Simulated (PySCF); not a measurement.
# How methods differ on the ionisation energy of Xe²⁺

Xe²⁺ [Kr] 4d10 5s2 5p4 (3P) → Xe³⁺ [Kr] 4d10 5s2 5p3 (4S), as a difference of total energies. Computed with PySCF 2.14 in x2c-TZVPPall with one added diffuse shell each of s, p, d, f type (9s7p5d3f, 76 functions), with the spin-free X2C one-electron Hamiltonian (Gaussian nucleus). Correlated levels: valence and next inner shell: [Ar] 3d10 frozen. The calculations carry no spin-orbit coupling.

```tsv
method	ionisation energy (eV)
UHF	29.319
MP2 (valence and next inner shell)	30.063
SCS-MP2 (valence and next inner shell)	30.063
CCSD (valence and next inner shell)	30.126
CCSD(T) (valence and next inner shell)	30.154
```

How much does correlation contribute at CCSD(T) (valence and next inner shell)?

30.154 − (29.319) = 0.835 eV, measured against UHF.

The reference lies between the lowest fine-structure levels, while these numbers refer to the centres of the terms.

Errors of the correlated levels include the incompleteness of this basis and the frozen core.

For comparison: 31.05 ± 0.04 eV (semi-empirical (NIST evaluation); NIST Atomic Spectra Database, ionization energies).
